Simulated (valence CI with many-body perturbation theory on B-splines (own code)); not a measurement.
# Energy levels of In⁸⁺

Calculated by relativistic CI+MBPT: five valence electrons over a frozen Dirac-Fock core [Kr], radial functions for each j: 7 s, 7 p, 8 d, 6 f, 4 g, 1 h, with the one-electron correlation potential Σ1, the two-electron term Σ2, the three-electron term Σ3, Breit, model QED; selected CI, second order for the rest, scaled by the run's own slope (own B-spline code, finite nucleus).

No measured spectrum was set against this ion. As an estimate, terms of the open shell hold to 2 to 4 % of their energy, and close levels can change places; different configurations can be misplaced against each other by 1,000 to 8,000 cm⁻¹. Core correlation moves these levels by up to 23000 cm⁻¹, and in measured spectra 5 to 20 % of such shifts remained as error; rates that hang on mixing are uncertain with them. Among the levels kept, up to 1300 cm⁻¹ of a level comes from second order outside the variational space, and about a tenth of that is noise between levels of different J, which matters for small intervals. The list stops below the first excitations out of the core. Only levels of the ground parity were solved; by the run's estimate the other parity begins above the list, which can be wrong where configurations are misplaced.

Levels 1 to 41 of 41, with energies above the lowest level, 4d5 6S_5/2. "Leading %" is the weight of the configuration and term that name the level; weights of strongly mixed levels are sums over their largest components and can fall short. Lifetimes count E1, E2, E3, M1 and M2 decay at the calculated energies, and are blank where another channel may lead or the interval is too uncertain; long ones can be off by a factor of two.

```tsv
No.	Configuration	Term	J	E (cm⁻¹)	Leading %	g	Second component	Lifetime
1	4d5	6S	5/2	0	95	1.985		
2	4d5	4G	5/2	32009	65	0.785	11 % 4d5 2F	105 ms
3	4d5	4G	7/2	34012	88	1.013	5 % 4d5 2F	3.01 s
4	4d5	4G	11/2	34527	93	1.260	5 % 4d5 2H	
5	4d5	4G	9/2	34972	95	1.171		25.3 s
6	4d5	4P	5/2	35945	35	1.271	34 % 4d5 4D	24.0 ms
7	4d5	4D	3/2	37142	48	1.429	47 % 4d5 4P	28.0 ms
8	4d5	4P	1/2	39649	59	1.639	38 % 4d5 4D	1.14 s
9	4d5	4D	7/2	41695	87	1.389	6 % 4d5 4G	168 ms
10	4d5	4D	1/2	45346	61	1.008	36 % 4d5 4P	115 ms
11	4d5	4D	5/2	45611	48	1.394	29 % 4d5 4P	24.5 ms
12	4d5	4P	3/2	46909	48	1.431	46 % 4d5 4D	25.2 ms
13	4d5	2I	11/2	48923	85	0.951	12 % 4d5 2H	145 ms
14	4d5	2I	13/2	51328	99	1.076		1.60 s
15	4d5	2F	5/2	54488	31	1.089	29 % 4d5 2D	11.2 ms
16	4d5	4F	7/2	54861	41	1.137	38 % 4d5 2F	147 ms
17	4d5	4F	3/2	54966	48	0.629	47 % 4d5 2D	29.2 ms
18	4d5	4F	9/2	55288	47	1.203	40 % 4d5 2G	84.5 ms
19	4d5	4F	5/2	58846	62	1.027	25 % 4d5 2F	40.6 ms
20	4d5	2H	9/2	61546	52	1.087	36 % 4d5 4F	23.6 ms
21	4d5	2F	7/2	62180	34	1.111	28 % 4d5 4F	22.4 ms
22	4d5	2D	3/2	63124	49	0.638	46 % 4d5 4F	31.2 ms
23	4d5	2G	7/2	64621	50	1.018	44 % 4d5 2F	27.1 ms
24	4d5	2F	5/2	66270	71	0.944	16 % 4d5 2D	28.7 ms
25	4d5	2H	11/2	67513	82	1.074	13 % 4d5 2I	13.8 ms
26	4d5	2G	9/2	69139	47	1.063	38 % 4d5 2H	38.2 ms
27	4d5	2F	7/2	69272	71	1.145	20 % 4d5 4F	44.9 ms
28	4d5	2F	5/2	71894	48	1.019	38 % 4d5 2D	11.4 ms
29	4d5	2S	1/2	73324	93	1.985		18.8 ms
30	4d5	2D	3/2	82400	96	0.806		12.3 ms
31	4d5	2D	5/2	84869	86	1.171	9 % 4d5 2F	10.1 ms
32	4d5	2G	9/2	90452	98	1.111		22.0 ms
33	4d5	2G	7/2	91531	94	0.899		15.9 ms
34	4d5	2P	3/2	106890	90	1.288	8 % 4d5 2D	16.1 ms
35	4d5	2P	1/2	108990	95	0.702		
36	4d5	2D	5/2	119610	97	1.199		
37	4d5	2D	3/2	121090	89	0.841	8 % 4d5 2P	
38	4d4 5s	6D	1/2	369690	90	3.262	8 % 4d4 5s 4P	4.50 μs
39	4d4 5s	6D	3/2	371710	94	1.855	4 % 4d4 5s 4P	4.54 μs
40	4d4 5s	6D	5/2	374220	96	1.650		4.52 μs
41	4d4 5s	6D	7/2	376870	95	1.578		4.43 μs
```

Names give the largest LS component (configuration and term), which can be under half, so a name can repeat, a term be missing and a line seem to break the LS rules; names also repeat where a configuration has a term twice.

Where two levels of one J and parity lie close, their mixing, g and order are uncertain.

The ionisation energy to 4d4 5D_0 of the next ion comes out as 156.7 eV (NIST: 156 ± 2.2 eV (theoretical)). All 41 levels together are meant to be complete up to 378910 cm⁻¹.
